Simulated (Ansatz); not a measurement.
`C=C(F)SC` + `[F][Cd][SH]` → `C[S][Cd][F]` + `C=C(F)S`  (substitution at a C–S bond)

Isolated molecules relaxed with PBE0-D4/def2-TZVP in Ansatz; ΔE leaves out vibrations. CCSD(T)/CBS adds triple-zeta CCSD(T) − MP2 to the extrapolated MP2 energy (def2 sets, frozen cores). DFT in def2-TZVPP. def2 core potentials past Kr. For Cd outer-core shells are correlated without core-valence functions, which leaves a few kJ/mol of doubt a bond. One conformer a species, not always the lowest.

| species | CAM-B3LYP-D4 energy (Eh) |
| --- | --- |
| `C=C(F)SC` | -615.36035 |
| `[F][Cd][SH]` | -666.46939 |
| `C[S][Cd][F]` | -705.76596 |
| `C=C(F)S` | -576.05258 |

(1) Work out ΔE.

Largest T1 diagnostic among the species: 0.016.

## Answers

(1) ΔE = (-705.76596) + (-576.05258) − (-615.36035) − (-666.46939) = 0.01120 Eh = +29.4 kJ/mol. CCSD(T)/CBS gives +30.2 kJ/mol.

From BLYP to BHLYP (50 % exact exchange), in def2-TZVPP and without D4, ΔE moves by +4.8 kJ/mol. Leaving LDA and LC-ωPBE aside and taking each functional with its dispersion term where it has one, the values, not all of them listed here, spread over 5.3 kJ/mol, from BLYP-D4 to ωB97M-V.
